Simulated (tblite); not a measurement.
Compound: C10H10P (charge -1).
Cartesian coordinates in Å at the GFN2-xTB level; atoms count from 1:
```xyz
21
C10H10P angstrom
C     -3.6319   -1.6841   -0.1048
C     -2.9191   -0.5887   -0.3727
C     -1.5124   -0.4171   -0.1548
C     -0.8409    0.7650   -0.4501
C      0.5285    0.7427   -0.1729
C      1.4147    1.8503   -0.3945
C      1.0884    3.0582   -0.8680
C      0.9294   -0.5168    0.3613
C      2.2688   -0.8594    0.7390
C      2.6630   -2.0173    1.2760
P     -0.4150   -1.6376    0.5033
H     -3.1567   -2.5555    0.3152
H     -4.6935   -1.7456   -0.2940
H     -3.4257    0.2768   -0.7995
H     -1.3532    1.6238   -0.8621
H      2.4592    1.6865   -0.1478
H      0.0798    3.3235   -1.1370
H      1.8293    3.8324   -1.0033
H      3.0298   -0.1021    0.5666
H      3.6946   -2.2129    1.5293
H      1.9539   -2.8052    1.4705
```

The geometry is computed with GFN2-xTB (gas phase).

Take the most abundant isotopes and a rigid rotor. The values belong to one conformer with, in the numbering `[CH2:1]=[CH:2][c:3]1[cH:4][c:5]([CH:6]=[CH2:7])[c:8]([CH:9]=[CH2:10])[p-:11]1`, C1–C2–C3–C4 -179°, C4–C5–C6–C7 1°, C5–C8–C9–C10 178°.

Q: Give the principal moments of inertia and the rotational constants in GHz.

A: Ia = 404.11, Ib = 629.20, Ic = 1033.26 u·Å²; 505379 MHz·u·Å²/I gives 1251, 803.2 and 489.1 MHz, that is A = 1.2506, B = 0.8032, C = 0.4891 GHz.

Q: Classify the top.

A: An asymmetric top: κ = (2 × 803.2 − 1251 − 489.1)/(1251 − 489.1) = -0.18.

Q: What does the inertial defect say?

A: Not planar: Δ = Ic − Ia − Ib = -0.06 u·Å². For a rigid frame Δ = −2 Σ m c², so Σ m c² = 0.03 u·Å² lies off the ab plane: 0.01 from hydrogen and 0.02 from heavier atoms. The atom farthest from that plane is 0.07 Å away.

Q: List the rotational levels J(Ka,Kc) to J = 4 (MHz).

A: Above 0(0,0):
J = 1: 1(0,1) 1292, 1(1,1) 1740, 1(1,0) 2054
J = 2: 2(0,2) 3760, 2(1,2) 4010, 2(1,1) 4953, 2(2,1) 6295, 2(2,0) 6411
J = 3: 3(0,3) 7248, 3(1,3) 7353, 3(1,2) 9208, 3(2,2) 10172, 3(2,1) 10678, 3(3,1) 13257, 3(3,0) 13287
J = 4: 4(0,4) 11687, 4(1,4) 11723, 4(1,3) 14677, 4(2,3) 15247, 4(2,2) 16477, 4(3,2) 18597, 4(3,1) 18784, 4(4,1) 22688, 4(4,0) 22694
Those of J = 1 are B + C, A + C and A + B.

Its GFN2-xTB frequencies are all real (lowest 58 cm⁻¹). These are rigid-rotor constants of the computed structure; measured ground-state constants (B0) also hold zero-point vibration.
